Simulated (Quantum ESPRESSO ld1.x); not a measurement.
The numbers below are computed, except where a source is named.
Problem. These are the eigenvalues of the occupied orbitals of an atom or ion with whole-number occupations (hartree). Level of theory: Dirac Kohn-Sham, revPBE, spin-unpolarised, spherical densities, point nucleus (ld1.x of Quantum ESPRESSO 7.5).

1s1/2: -257.289
2s1/2: -30.2038
2p1/2: -26.0507
2p3/2: -25.5918
3s1/2: -3.56830
3p1/2: -2.36190
3p3/2: -2.30644
3d3/2: -0.42020
3d5/2: -0.41511

Which element is it, and in what charge state? The configuration may be excited. Open shells, if any, fill j = l - 1/2 first.

Solution. Z = 26, iron, charge +1: Fe+ in [Ar] 3d7. The list shows which subshells hold electrons but not how many an open one holds; the 1s level, -257.29 hartree, gives Z - s = 22.7 by -(Z - s)^2/2, which with screening and relativity narrows Z to a few neighbours, and the depths of the outer levels then fix element, charge and occupations together.
